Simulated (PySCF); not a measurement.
The vertical singlet excitations below were computed for one of the candidates. Theory: TDDFT PBE0/def2-SVPD, vertical, gas phase, core orbitals frozen in the response (PySCF 2.14.0, density-fitted response routines). Geometries: GFN2-xTB, one conformer each.

```json
{"state": "S1", "E (eV)": "5.35", "f": "0.0039", "main configurations (H = HOMO, L = LUMO)": "H→L (60%), H-1→L+1 (39%)"}
{"state": "S2", "E (eV)": "6.01", "f": "0.011", "main configurations (H = HOMO, L = LUMO)": "H→L+1 (58%), H-1→L (41%)"}
{"state": "S3", "E (eV)": "6.58", "f": "0.0000", "main configurations (H = HOMO, L = LUMO)": "H→L+2 (97%)"}
{"state": "S4", "E (eV)": "6.81", "f": "0.423", "main configurations (H = HOMO, L = LUMO)": "H-1→L (53%), H→L+1 (37%)"}
{"state": "S5", "E (eV)": "6.81", "f": "0.026", "main configurations (H = HOMO, L = LUMO)": "H-1→L+2 (92%)"}
{"state": "S6", "E (eV)": "6.86", "f": "0.734", "main configurations (H = HOMO, L = LUMO)": "H-1→L+1 (58%), H→L (37%)"}
```

Triplets computed (Tamm–Dancoff): 4.06, 4.63 eV.

Orbital energies (eV): HOMO-3 -9.48, HOMO-2 -9.42, HOMO-1 -7.04, HOMO -6.80, LUMO -0.09, LUMO+1 0.01, LUMO+2 0.83.

Question: Which candidate is it? All have the formula C8H10.
A. `C=CC#CC1CCC1`
B. `C(/C1=CCC=C1)=C/C`
C. `Cc1cccc(C)c1`

Answer: C. Its S1, at 5.35 eV, is the highest among the candidates; the nearest of the others has S1 at 5.07 eV. S1 is HOMO→LUMO (60%), HOMO-1→LUMO+1 (39%). Löwdin shares by element: HOMO carbon 73% or more (atoms not listed hold the other 27%); LUMO carbon 64% or more (atoms not listed hold the other 36%). At the same level the other candidates give, for their lowest levels:
- `C=CC#CC1CCC1`: 5.07 eV (f 0.000); 5.41 eV (f 0.360); 5.99 eV (f 0.000); 6.45 eV (f 0.000); 6.97 eV (f 0.002); T1 3.37 eV; HOMO -6.65, LUMO -0.65 eV
- `C/C=C\C1=CCC=C1`: 4.52 eV (f 0.046); 5.32 eV (f 0.038); 5.81 eV (f 0.000); 6.02 eV (f 0.653); 6.30 eV (f 0.001); T1 2.60 eV; HOMO -6.02, LUMO -0.98 eV
